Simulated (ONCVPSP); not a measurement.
## Hg (Z = 80): excitation energies, all-electron against ONCV

* Element: mercury (Hg)
* Generator: ONCVPSP 4.0.1
* Type: optimised norm-conserving Vanderbilt (ONCV)
* Functional: PBEsol
* Relativity: scalar-relativistic
* Frozen core: [Kr] 4d10 4f14
* Valence charge: 20
* Reference configuration: 5s2 5p6 5d10 6s1 (charge +1)
* Partial waves: 5s+6s: rc 1.30 bohr, ncon 4, nbas 7, qcut 7.7 1/bohr, 3 projectors, debl 2.5 Ha; 5p: rc 1.20 bohr, ncon 4, nbas 7, qcut 6.7 1/bohr, 1 projector; 5d: rc 2.10 bohr, ncon 3, nbas 7, qcut 8.2 1/bohr, 2 projectors, debl 3.9 Ha
* Local potential: polynomial inside 0.95 bohr (lpopt 3, dvloc0 4 Ha)
* Core correction: Teter function, fcfact 1.5, rcfact 1.05

Energies are relative to the spin-unpolarised reference configuration 5s2 5p6 5d10 6s1; without spin polarisation the order of configurations can differ from experiment.

```json
{"valence configuration": "5s2 5p6 5d10 6s2", "charge": "0", "ΔE all-electron (eV)": "-10.741", "error AE − PS (meV)": "+3.0"}
{"valence configuration": "5s2 5p6 5d10 6s0", "charge": "+2", "ΔE all-electron (eV)": "19.005", "error AE − PS (meV)": "-7.2"}
{"valence configuration": "5s2 5p6 5d10 6s1.5", "charge": "+0.5", "ΔE all-electron (eV)": "-6.358", "error AE − PS (meV)": "+1.9"}
```

(1) What are ΔE and the potential's error for 5s2 5p6 5d9 6s0?

Levels in the configuration 5s2 5p6 5d10 6s1.5:

```csv
level,all-electron (eV),pseudo (eV)
5s,-122.644,-122.632
5p,-70.947,-70.943
5d,-14.242,-14.242
6s,-10.710,-10.709
```

## Answers

(1) ΔE = 54.560 eV all-electron; the error (AE − PS) is -14 meV.
